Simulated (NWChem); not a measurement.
System: CdHOF; SMILES [F][Cd][OH]

NWChem input:

```
start job
memory heap 200 mb stack 900 mb global 1100 mb
geometry units angstroms noautoz
  Cd    -0.427452     0.021850     0.000000
  F     -0.198617     1.932690     0.000000
  O     -0.781330    -1.900572     0.000000
  H      0.042221    -2.402324     0.000000
end
basis spherical
  * library sto-3g
end
dft
  xc xtpss03 ctpss03
  iterations 150
  mulliken
end
task dft energy
```

Parts of the log:

```
             Northwest Computational Chemistry Package (NWChem) 7.3.0
             --------------------------------------------------------

 CS  symmetry detected

                             Geometry "geometry" -> ""
                             -------------------------

 Output coordinates in angstroms (scale by  1.889725989 to convert to a.u.)

  No.       Tag          Charge          X              Y              Z
 ---- ---------------- ---------- -------------- -------------- --------------
    1 Cd                  48.0000     0.00330183     0.00971163     0.00000000
    2 F                    9.0000    -0.02595141     1.93398272     0.00000000
    3 O                    8.0000    -0.08980864    -1.94279098     0.00000000
    4 H                    1.0000     0.79354415    -2.32967491     0.00000000

 Effective nuclear repulsion energy (a.u.)     248.3425416362

      Symmetry information
      --------------------

 Group name             Cs
 Group number              2
 Group order               2
 No. of unique centers     4

                                 NWChem DFT Module
                                 -----------------

 Summary of "ao basis" -> "ao basis" (spherical)
 ------------------------------------------------------------------------------
       Tag                 Description            Shells   Functions and Types
 ---------------- ------------------------------  ------  ---------------------
 Cd                          sto-3g                 11       27   5s4p2d
 F                           sto-3g                  3        5   2s1p
 O                           sto-3g                  3        5   2s1p
 H                           sto-3g                  1        1   1s

      Symmetry analysis of basis
      --------------------------

        a'         28
        a"         10

            General Information
            -------------------
          SCF calculation type: DFT
          Wavefunction type:  closed shell.
          No. of atoms     :     4
          No. of electrons :    66
           Alpha electrons :    33
            Beta electrons :    33
          Charge           :     0
          Spin multiplicity:     1
          Use of symmetry is: on ; symmetry adaption is: on
          Maximum number of iterations: 150
          AO basis - number of functions:    38
                     number of shells:    18
          Convergence on energy requested:  1.00D-06
          Convergence on density requested:  1.00D-05
          Convergence on gradient requested:  5.00D-04

              XC Information
              --------------
                  TPSS metaGGA Exchange Functional  1.000
             TPSS03 metaGGA Correlation Functional  1.000

             Grid Information
             ----------------
          Grid used for XC integration:  medium
          Radial quadrature: Mura-Knowles
          Angular quadrature: Lebedev.
          Tag              B.-S. Rad. Rad. Pts. Rad. Cut. Ang. Pts.
          ---              ---------- --------- --------- ---------
          Cd                  1.55      123           8.0       590
          F                   0.50       49          11.0       434
          O                   0.60       49           8.0       434
          H                   0.35       45           8.0       434
          Grid pruning is: on
          Number of quadrature shells:   266
          Spatial weights used:  Erf1

      Superposition of Atomic Density Guess
      -------------------------------------

 Sum of atomic energies:       -5583.77705163

      Non-variational initial energy
      ------------------------------

 Total energy =   -5583.459271
 1-e energy   =   -8239.903971
 2-e energy   =    2408.102158
 HOMO         =      -0.215261
 LUMO         =       0.131600

      Symmetry analysis of molecular orbitals - initial
      -------------------------------------------------

  Numbering of irreducible representations:

     1 a'          2 a"

  Orbital symmetries:

     1 a'          2 a'          3 a'          4 a'          5 a"
     6 a'          7 a'          8 a'          9 a'         10 a"
    11 a'         12 a'         13 a'         14 a"         15 a'
    16 a"         17 a'         18 a'         19 a'         20 a"
    21 a'         22 a'         23 a'         24 a'         25 a"
    26 a'         27 a'         28 a"         29 a'         30 a"
    31 a'         32 a'         33 a"         34 a'         35 a'
    36 a"         37 a'         38 a'

     ---------------------------------------------
      Total Density - Mulliken Population Analysis
     ---------------------------------------------

    Atom       Charge   Shell Charges
 -----------   ------   -------------------------------------------------------
    1 Cd  48    46.82   2.00  2.00  6.00  2.00  5.99  1.99  5.83  0.76  0.45 10.00  9.80
    2 F    9     9.67   2.00  1.96  5.71
    3 O    8     8.85   2.00  1.86  4.99
    4 H    1     0.66   0.66

   convergence    iter        energy       DeltaE   RMS-Dens  Diis-err
 ---------------- ----- ----------------- --------- --------- ---------
 d= 0,ls=0.0,diis     1  -5586.2755819243 -5.83D+03  1.15D-01  7.61D-01
 d= 0,ls=0.0,diis     2  -5582.5910346623  3.68D+00  8.48D-02  3.00D+01
 d= 0,ls=0.0,diis     3  -5586.0058663455 -3.41D+00  4.42D-02  3.32D+00
 d= 0,ls=0.0,diis     4  -5586.4320361553 -4.26D-01  1.83D-02  2.83D-01
 d= 0,ls=0.0,diis     5  -5586.4807391274 -4.87D-02  4.94D-03  3.00D-02
  Resetting Diis
 d= 0,ls=0.0,diis     6  -5586.4865108657 -5.77D-03  4.97D-04  1.49D-04
 d= 0,ls=0.0,diis     7  -5586.4865437695 -3.29D-05  3.47D-04  1.31D-05
 d= 0,ls=0.0,diis     8  -5586.4865332750  1.05D-05  2.27D-04  6.77D-05
 d= 0,ls=0.0,diis     9  -5586.4865467139 -1.34D-05  1.37D-05  8.65D-08
 d= 0,ls=0.0,diis    10  -5586.4865467281 -1.42D-08  6.34D-06  3.92D-08

         Total DFT energy =    -5586.486546728078
      One electron energy =    -8230.181411212810
           Coulomb energy =     2565.984029131679
    Exchange-Corr. energy =     -170.631706283110
 Nuclear repulsion energy =      248.342541636164

 Numeric. integr. density =       66.000000990358

                  Occupations of the irreducible representations
                  ----------------------------------------------

                     irrep           alpha         beta
                     --------     --------     --------
                     a'               24.0         24.0
                     a"                9.0          9.0

                       DFT Final Molecular Orbital Analysis
                       ------------------------------------

 Vector   31  Occ=2.000000D+00  E=-8.892432D-02  Symmetry=a"
              MO Center= -3.8D-02,  5.0D-01,  6.9D-16, r^2= 3.5D+00
   Bfn.  Coefficient  Atom+Function         Bfn.  Coefficient  Atom+Function
  ----- ------------  ---------------      ----- ------------  ---------------
    32      0.734854  2 F  pz                37      0.526311  3 O  pz
    17      0.310765  1 Cd pz                24     -0.161399  1 Cd d -1
    13     -0.131193  1 Cd pz                 9      0.056213  1 Cd pz
    26     -0.056120  1 Cd d  1              19      0.046330  1 Cd d -1

 Vector   32  Occ=2.000000D+00  E=-6.590992D-02  Symmetry=a'
              MO Center= -5.5D-02,  9.3D-01,  2.0D-14, r^2= 2.1D+00
   Bfn.  Coefficient  Atom+Function         Bfn.  Coefficient  Atom+Function
  ----- ------------  ---------------      ----- ------------  ---------------
    30      0.757645  2 F  px                23     -0.561132  1 Cd d -2
    35     -0.192539  3 O  px                34      0.167298  3 O  s
    18      0.160697  1 Cd d -2              36     -0.160881  3 O  py
    15      0.145119  1 Cd px                14     -0.117471  1 Cd s
    38     -0.107611  4 H  s                 11     -0.058375  1 Cd px

 Vector   33  Occ=2.000000D+00  E=-3.936545D-02  Symmetry=a"
              MO Center= -5.4D-02, -6.1D-01, -8.4D-15, r^2= 3.0D+00
   Bfn.  Coefficient  Atom+Function         Bfn.  Coefficient  Atom+Function
  ----- ------------  ---------------      ----- ------------  ---------------
    37      0.735663  3 O  pz                24      0.491103  1 Cd d -1
    32     -0.486127  2 F  pz                19     -0.140444  1 Cd d -1
    17      0.080095  1 Cd pz                13     -0.036014  1 Cd pz

 Vector   34  Occ=0.000000D+00  E= 1.352345D-01  Symmetry=a'
              MO Center=  7.0D-02, -3.1D-02, -1.8D-15, r^2= 2.6D+00
   Bfn.  Coefficient  Atom+Function         Bfn.  Coefficient  Atom+Function
  ----- ------------  ---------------      ----- ------------  ---------------
    14      0.777429  1 Cd s                 31      0.497298  2 F  py
    36     -0.459551  3 O  py                27     -0.418839  1 Cd d  2
    34     -0.301963  3 O  s                 25     -0.240136  1 Cd d  0
    35     -0.221695  3 O  px                10     -0.211781  1 Cd s
    29     -0.194364  2 F  s                 38      0.154791  4 H  s

 Vector   35  Occ=0.000000D+00  E= 1.642547D-01  Symmetry=a'
              MO Center= -9.7D-02,  7.7D-02,  3.2D-14, r^2= 2.4D+00
   Bfn.  Coefficient  Atom+Function         Bfn.  Coefficient  Atom+Function
  ----- ------------  ---------------      ----- ------------  ---------------
    15      1.008732  1 Cd px                11     -0.380754  1 Cd px
    30     -0.296700  2 F  px                 7      0.161562  1 Cd px
    38     -0.155366  4 H  s                 34      0.146735  3 O  s
    35     -0.115628  3 O  px                14     -0.070302  1 Cd s
     3     -0.061430  1 Cd px                31     -0.054724  2 F  py

[...]
```

Level: TPSS/STO-3G, non-relativistic. Coordinates come from a PBE0/def2-SVP (def2 core potentials past Kr) optimisation.
